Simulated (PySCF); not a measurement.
The dipole of `C/N=C/C#C[Si@@H](C)P` from its density and from atomic charges.

Coordinates (GFN2-xTB, Å) and charges (e) from the PBE0/pcSseg-1 density (PySCF):

```tsv
atom	x	y	z	Mulliken	IAO	Hirshfeld	ESP-fitted
C1	4.110	0.526	0.890	-0.0939	-0.3046	-0.0682	-0.2952
N2	2.706	0.302	0.857	-0.3904	-0.2342	-0.1324	-0.4188
C3	2.137	-0.018	-0.223	-0.1004	-0.0003	+0.0416	+0.6240
C4	0.746	-0.241	-0.290	+0.1611	-0.0133	-0.0373	-0.3783
C5	-0.442	-0.455	-0.387	-0.3210	-0.3331	-0.1534	-0.2349
Si6	-2.281	-0.659	-0.513	+0.5872	+0.7594	+0.3355	+0.7237
C7	-2.993	-0.886	1.235	-0.6086	-0.7091	-0.2074	-0.5202
P8	-3.248	1.144	-1.463	-0.2153	-0.1068	-0.0219	-0.4213
H9	4.283	1.531	1.279	+0.1297	+0.1642	+0.0546	+0.1582
H10	4.605	0.419	-0.086	+0.0854	+0.1111	+0.0348	+0.0770
H11	4.549	-0.179	1.600	+0.1297	+0.1643	+0.0550	+0.1660
H12	2.674	-0.141	-1.180	+0.1086	+0.1186	+0.0472	-0.0022
H13	-2.546	-1.813	-1.386	-0.0452	-0.1106	-0.0736	-0.1341
H14	-4.075	-0.982	1.203	+0.1461	+0.1606	+0.0445	+0.1193
H15	-2.591	-1.777	1.705	+0.1496	+0.1648	+0.0480	+0.1309
H16	-2.754	-0.039	1.873	+0.1517	+0.1636	+0.0472	+0.1492
H17	-2.364	1.199	-2.526	+0.0621	+0.0026	-0.0074	+0.1215
H18	-2.525	2.075	-0.739	+0.0636	+0.0029	-0.0068	+0.1352
```

**Question.** Compute μ = Σ q r for each scheme (1 e·Å = 4.803 D) and compare with the dipole of the full density.

**Answer.** The full density gives (1.71, -0.16, -0.36) D, 1.75 D in size; dipole vectors point from the negative to the positive end.

```tsv
scheme	μx	μy	μz	size (D)	share of the full size (%)	angle to the full dipole (°)
Mulliken	0.11	-0.40	-1.17	1.25	71	72
IAO	0.02	-0.32	-0.96	1.01	58	76
Hirshfeld	-0.12	0.00	-0.29	0.32	18	101
ESP-fitted	1.64	-0.17	-0.33	1.68	96	1
```

**Question.** Which set comes closest?

**Answer.** Length of the difference vector: ESP-fitted 0.07 D, IAO 1.80 D, Mulliken 1.81 D, Hirshfeld 1.84 D. Closest: ESP-fitted. 

**Question.** What is left for the Hirshfeld atoms' own dipoles?

**Answer.** The shares of the density sum to the whole, so what Σ q r misses lies in dipoles about the nuclei. The atomic dipoles sum to (1.71, -0.16, -0.36) − (-0.12, 0.00, -0.29) = (1.83, -0.16, -0.07) D, 1.84 D in size.

**Question.** With the origin at the mean of the coordinates, (0.000, 0.000, 0.103) Å, which are the largest single terms, by size, of the IAO dipole along the direction of the full one?

**Answer.** C7 +10.45, Si6 -7.42, C1 -5.55, H11 +3.27, H14 -3.17 D; all 18 atoms together +0.25 D. The single terms depend on the origin, their sum doesn't.

**Question.** Give the size of the full dipole in other units.

**Answer.** 1.75 D = 0.689 au = 0.364 e·Å = 5.84 × 10⁻³⁰ C·m.

The structure is a single GFN2-xTB conformer in the gas phase; no vibrational or solvent corrections.

Shape of the structure used: `[CH3:1]/[N:2]=[CH:3]/[C:4]#[C:5][Si@@H:6]([CH3:7])[PH2:8]`: H–P8–Si6–C5 48°, H–P8–Si6–C5 -44°.
